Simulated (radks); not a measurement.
Task: The mean radii <r> (bohr) of the occupied orbitals of an atom or ion are listed with their occupations. Method: Dirac Kohn-Sham, BLYP, spin-unpolarised, spherical densities, finite nucleus; Fermi nuclear charge, rms radius of each element as measured or else 0.836 A^(1/3) + 0.57 fm; computed with a radial shooting solver on a logarithmic mesh with Libxc functionals.

orbital  occ.      <r>
1s1/2       2  0.02001
2s1/2       2  0.08430
2p1/2       2  0.07007
2p3/2       4  0.07746
3s1/2       2   0.2205
3p1/2       2   0.2103
3p3/2       4   0.2241
3d3/2       4   0.1973
3d5/2       6   0.2016
4s1/2       2   0.4978
4p1/2       2   0.5062
4p3/2       4   0.5382
4d3/2       4   0.5652
4d5/2       6   0.5766
5s1/2       2    1.231
5p1/2       2    1.393
5p3/2       4    1.509
4f5/2       6   0.7959
6s1/2       1    3.569
4f7/2       7   0.8187

Name the element and its charge. Open shells, if any, fill j = l - 1/2 first.

Result: Z = 69, thulium, charge +1: Tm+ in [Xe] 4f13 6s1. The 1s radius gives Z: for a bare nucleus <r> = (2 gamma + 1)/(2Z) with gamma = sqrt(1 - (Z/c)^2), 0.01977 bohr for Z = 69, and screening makes it slightly larger (0.02001 here). The occupations add up to 68, and the charge is Z minus that.
